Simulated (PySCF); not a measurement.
How methods differ on the ionisation energy of Ar(6+)

Ar(6+) [Ne] 3s2 (1S) → Ar(7+) [Ne] 3s1 (2S), as a difference of total energies. All numbers are calculated (PySCF 2.14, the spin-free X2C one-electron Hamiltonian (Gaussian nucleus), in an even-tempered Gaussian basis (19 s from 0.25 bohr⁻², ratio 2.5; 12 p from 0.33 bohr⁻², ratio 2.5; 5 d from 1.6 bohr⁻², ratio 2.7; 5 f from 2.3 bohr⁻², ratio 2.7)). Correlated levels: outer shells: 1s2 frozen; virtual orbitals above 40 to 60 times the deepest correlated orbital energy dropped. The calculations carry no spin-orbit coupling.

| method | ionisation energy (eV) | difference from reference (eV) |
| --- | --- | --- |
| UHF | 122.28 | -2.13 |
| MP2 (outer shells) | 123.93 | -0.48 |
| SCS-MP2 (outer shells) | 124.09 | -0.32 |
| CCSD (outer shells) | 124.24 | -0.17 |
| CCSD(T) (outer shells) | 124.29 | -0.12 |

Reference: 124.41 ± 0.06 eV (semi-empirical (NIST evaluation); NIST Atomic Spectra Database, ionization energies).
